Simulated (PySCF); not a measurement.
C2H5BF2O.

```xyz
11

B      0.5964    -0.1698     0.7473
F     -0.1836    -1.2075     1.0616
F      1.8106    -0.1206     1.2796
O      0.1924     0.8107    -0.0762
C     -1.0976     0.7770    -0.7021
C     -1.0442     0.0090    -2.0114
H     -1.8333     0.3305    -0.0137
H     -1.3778     1.8266    -0.8728
H     -0.7960    -1.0488    -1.8328
H     -2.0216     0.0517    -2.5169
H     -0.2851     0.4400    -2.6815
```

Geometry optimised at TPSSh-D3(BJ)/def2-SVP. One conformer was computed; it need not be the lowest.

These are PBE/pcSseg-1 run with PySCF values and carry that method's errors. Non-relativistic, no solvent.

Computed absolute GIAO shielding of each atom: isotropic value and principal components (ppm):
```tsv
atom	σ(iso)	σ11	σ22	σ33	span
B1	81.5	70.5	74.3	99.7	29.2
F2	294.2	163.4	335.6	383.6	220.2
F3	288.5	166.4	344.5	354.7	188.3
O4	209.5	106.3	227.5	294.7	188.5
C5	113.3	79.3	100.1	160.6	81.3
C6	160.5	141.6	160.2	179.7	38.1
H7	27.0	23.0	27.2	30.7	7.7
H8	27.3	22.5	27.2	32.2	9.7
H9	29.9	26.1	29.6	34.1	8.0
H10	30.2	26.6	27.1	36.7	10.1
H11	29.8	26.5	27.8	35.0	8.5
```
